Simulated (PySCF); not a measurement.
Distorted geometries of [Ta3]−

[Ta3]− (triplet). PySCF 2.14.0, UKS PBE0, Ta def2-SVP with ECP60; non-relativistic Hamiltonian with scalar-relativistic core potentials where named; density fitting; no spin-orbit coupling. Relaxed geometry:

```xyz
3

Ta    1.4148   -0.0051    0.0000
Ta   -0.7065    1.2297    0.0000
Ta   -0.7083   -1.2246    0.0000
```

Question: Order these distorted geometries by energy above the relaxed one, lowest first.
A.
```xyz
3

Ta    1.4497    0.0991   -0.0570
Ta   -0.6775    1.2261    0.1042
Ta   -0.7722   -1.3252   -0.0472
```
B.
```xyz
3

Ta    1.1889   -0.0340    0.0779
Ta   -0.6607    1.0076   -0.0021
Ta   -0.5282   -0.9736   -0.0759
```
C.
```xyz
3

Ta    1.2454    0.0461   -0.0586
Ta   -0.5781    1.1480    0.1429
Ta   -0.6673   -1.1942   -0.0843
```

Answer: A (0.10 eV), C (1.23 eV), B (6.42 eV).

Question: Which forces (eV/Å) act in the one that lies 6.42 eV up?

Answer: 
```
Ta   22.64   1.04   1.59
Ta  -11.15  19.44   0.06
Ta  -11.49 -20.47  -1.64
```
Forces carry noise of the integration grid, about 0.01 to 0.03 eV/Å.

The relaxed state isn't the lowest spin state tried at its geometry. No frequency check is given that shows the relaxed geometry to be a minimum. The relaxed state is spin-contaminated (spin squared 3.16 against 2.00). Open shells may have lower solutions than the one found.
